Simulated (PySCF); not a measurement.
C$_{2}$HO (SMILES [CH-]=C=O), charge -1, singlet, at a GFN2-xTB geometry (in this run its highest filled SCF level lies above zero, so its values depend strongly on the basis, on diffuse functions most of all). Base run: PBE/6-31+G* run with PySCF.

PySCF was given this input:
```python
from pyscf import gto, scf, dft, solvent

mol = gto.Mole()
mol.atom = '''
    C     0.017882   -0.126888   -1.227557
    C     0.012039   -0.079027   -0.004614
    H     0.100932   -0.678824   -2.129085
    O    -0.035057    0.239289    1.190263
'''
mol.basis = '6-31+g*'
mol.charge = -1
mol.spin = 0
mol.verbose = 4
mol.build()

mf = dft.RKS(mol)
mf.xc = 'pbe'
mf.kernel()
```

The base run was repeated with changes; each row names its change, and settings that it needs were set with it.

```tsv
change	ΔE vs base (kcal/mol)	HOMO-LUMO gap (eV)
base	0.000	3.14
model = IEF-PCM; solvent = toluene	___	3.76
model = IEF-PCM; solvent = n-hexane; vdw_scale = 1.1	-30.35	3.76
model = IEF-PCM; solvent = n-hexane; lebedev_order = 41	-29.35	3.66
model = IEF-PCM; solvent = acetonitrile	-62.08	4.07
model = IEF-PCM; solvent = water	-63.1	4.08
model = IEF-PCM; solvent = n-hexane	-29.32	3.66
model = IEF-PCM; solvent = n-hexane; vdw_scale = 1.4	___	___
model = COSMO; solvent = n-hexane	___	___
model = IEF-PCM; solvent = n-hexane; r_probe = 0.5	-25.57	3.43
model = C-PCM; solvent = n-hexane	-29.62	3.67
model = IEF-PCM; solvent = methanol	-61.90	4.07
```

Question: Complete the blanks.

Answer: 
- model = IEF-PCM; solvent = toluene, ΔE vs base (kcal/mol): -36.36
- model = IEF-PCM; solvent = n-hexane; vdw_scale = 1.4, ΔE vs base (kcal/mol): -26.87
- model = IEF-PCM; solvent = n-hexane; vdw_scale = 1.4, HOMO-LUMO gap (eV): 3.50
- model = COSMO; solvent = n-hexane, ΔE vs base (kcal/mol): -23.35
- model = COSMO; solvent = n-hexane, HOMO-LUMO gap (eV): 3.57

The base is the gas phase, so ΔE is the electrostatic part of solvation at a fixed geometry, without cavity and dispersion terms.

The gas-phase anion may not be bound at this level, which the solvent then changes.
